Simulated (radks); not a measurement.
Values are calculated unless marked as measured or tabulated.
Species: Kr4+. Configuration: [Ar] 3d10 4s2 4p2.

Level of theory: scalar-relativistic Kohn-Sham, PBEsol, spin-polarised, spherical densities, finite nucleus; open shells are filled with parallel spins first; Fermi nuclear charge, rms radius 4.1884 fm (a radial shooting solver on a logarithmic mesh with Libxc functionals).

Energy parts (eV):
total: -75752.738
kinetic: 77483.621
electron-nucleus: -180977.995
Hartree: 30272.153
exchange-correlation: -2530.517

Orbitals (lengths in bohr, moments of r in powers of bohr; r(90%) holds 90 % of the orbital's charge):
| orbital | occ. | eigenvalue (eV) | r(90%) | <r> |
|---|---|---|---|---|
| 1s up | 1 | -14206.26 | 0.0742 | 0.04151 |
| 1s down | 1 | -14206.04 | 0.0742 | 0.04151 |
| 2s up | 1 | -1920.483 | 0.284 | 0.1836 |
| 2s down | 1 | -1920.358 | 0.284 | 0.1836 |
| 2p up | 3 | -1705.263 | 0.261 | 0.1602 |
| 2p down | 3 | -1705.061 | 0.261 | 0.1602 |
| 3s up | 1 | -320.1803 | 0.788 | 0.5303 |
| 3s down | 1 | -319.9104 | 0.788 | 0.5300 |
| 3p up | 3 | -251.6115 | 0.823 | 0.5401 |
| 3p down | 3 | -251.3011 | 0.822 | 0.5397 |
| 3d up | 5 | -137.9718 | 0.905 | 0.5530 |
| 3d down | 5 | -137.5792 | 0.900 | 0.5510 |
| 4s up | 1 | -74.0945 | 2.07 | 1.429 |
| 4s down | 1 | -71.2749 | 2.07 | 1.427 |
| 4p up | 2 | -57.6292 | 2.33 | 1.592 |
| 4p down | 0 | -54.7710 | 2.35 | 1.600 |

The highest occupied level is 4p up at -57.629 eV. For comparison, the ionisation energy in NIST's Atomic Spectra Database is 64.7 eV (semi-empirical). In exact Kohn-Sham theory the highest level is minus the ionisation energy, but local and semilocal functionals leave it too shallow, through self-interaction and a potential that decays too fast; potentials with the right tail come closer. Spin moment in Bohr magnetons: 2. The spin density at the nucleus is -1.342 e/bohr^3 (1s -0.410, 2s 0.106, 3s 0.016, 4s -1.053). The electron density at the nucleus is 5.007e+04 e/bohr^3 (large components only).
